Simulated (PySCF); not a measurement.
# Reading the logs of faulty runs: BC2H4O

All numbers below are calculated, not measured. They come from PySCF 2.14.0, an open-source quantum chemistry program, on an isolated molecule that a program drew, which may never have been made. The molecule is BC2H4O (charge 0, doublet), drawn as the SMILES string `B=C[CH]O`.

Each row is a Hartree-Fock (HF) and frozen-core CCSD(T) single point in the cc-pVDZ basis, meant for a local HF minimum. Run 1 is clean. Each other run has one planted mistake out of seven kinds, and not every kind appears here: one electron removed, one electron added, multiplicity raised by two, geometry at a saddle point, minimal basis STO-3G, one bond length entered in bohr, all coordinates scaled. The reference is restricted for singlets and unrestricted otherwise, and also for a bond in bohr. Adding or removing an electron swaps singlet and doublet. Electrons count all cores. HOMO and LUMO are orbital energies over both spins, the gradient is its largest component, and the lowest frequency (negative if imaginary) is given only where the gradient is small. Bond lengths are over the 7 bonds as drawn. T1 is the CCSD diagnostic: over 0.02 (restricted) or 0.045 (unrestricted) a single reference is doubtful.

Geometry of the clean run:
```xyz
8
BC2H4O, angstrom
B     0.7607    2.3023    0.5236
C     0.2296    1.5347    1.7249
C     0.3145    0.1956    1.7326
O    -0.1225   -0.5590    2.7376
H     1.2655    1.8161   -0.4522
H    -0.2210    2.0086    2.5907
H     0.7548   -0.3390    0.8966
H     0.0233   -1.4762    2.5623
```

| run | electrons | basis functions | <S^2> | HOMO (eV) | LUMO (eV) | gradient (hartree/bohr) | lowest frequency (cm^-1) | mean bond (Å) | longest bond (Å) | T1 | HF (hartree) | CCSD(T) (hartree) | mistake |
|---|---|---|---|---|---|---|---|---|---|---|---|---|---|
| 1 | 29 | 76 | 0.761 | -8.64 | 2.18 | 2.5e-05 | 233 | 1.2158 | 1.521 | 0.0153 | -177.53520 | -178.09424 | no fault |
| 2 | 28 | 76 | 0.000 | -16.00 | -5.86 | 1.0e-01 | - | 1.2158 | 1.521 | 0.0199 | -177.26850 | -177.82365 | one electron removed |
| 3 | 29 | 24 | 0.931 | -7.09 | 6.53 | 6.4e-02 | - | 1.2158 | 1.521 | 0.0368 | -175.20817 | -175.43012 | minimal basis STO-3G |
| 4 | 29 | 76 | 3.766 | -6.60 | 0.04 | 1.5e-01 | - | 1.2158 | 1.521 | 0.0223 | -177.42842 | -177.95770 | ? |
| 5 | 29 | 76 | 0.818 | -8.90 | 2.08 | 3.8e-02 | - | 1.2633 | 1.581 | 0.0243 | -177.52309 | -178.09173 | ? |

**Which mistake was planted in run 4, and what did it cost?**

Electrons, basis and geometry are unchanged, and <S^2> is 3.766, beside S(S+1) = 3.75 for a multiplicity of 4. So the mistake is: multiplicity raised by two. Subtracting run 1 and multiplying by 627.51 kcal/mol a hartree, the energy moved by 67.0 kcal/mol in HF and 85.7 kcal/mol in CCSD(T).

**Which mistake was planted in run 5, and what did it cost?**

The mean and the longest bond both change by the same factor, 1.039, and the gradient is no longer small. So the mistake is: all coordinates scaled. Subtracting run 1 and multiplying by 627.51 kcal/mol a hartree, the energy moved by 7.6 kcal/mol in HF and 1.6 kcal/mol in CCSD(T).

